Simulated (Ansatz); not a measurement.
`C[N]=[Mo]([OH])([F])([Cl])[Cl]`. Charge 0, multiplicity 1. Correlated methods include outer-core shells of Mo, which these sets cover unevenly. Mo: def2 effective core potential.

```tsv
atom	x (Å)	y (Å)	z (Å)
C1	1.257	0.774	1.228
N2	0.172	0.337	0.450
Mo3	-0.847	-0.639	-0.524
O4	-1.271	0.572	-1.846
F5	-2.120	-0.896	0.783
Cl6	-1.952	-2.366	-1.689
Cl7	1.035	-1.898	-0.924
H8	1.011	0.719	2.293
H9	2.118	0.124	1.021
H10	1.520	1.807	0.975
H11	-0.924	1.467	-1.768
```

Q: Give the diagnostics of a CCSD(T)/def2-TZVPP run (frozen core, the Gaussian-basis code of Ansatz). (Best estimate.)

A: Ansatz gave: T1 = 0.0205, largest single amplitude 0.043, largest double 0.036, (T) share of the correlation energy 5.3 %, 15 CCSD cycles. The RHF solution is unstable towards an unrestricted one. T1 lies over the customary mark of 0.02 for closed shells; compounds of d metals often pass it without a breakdown.
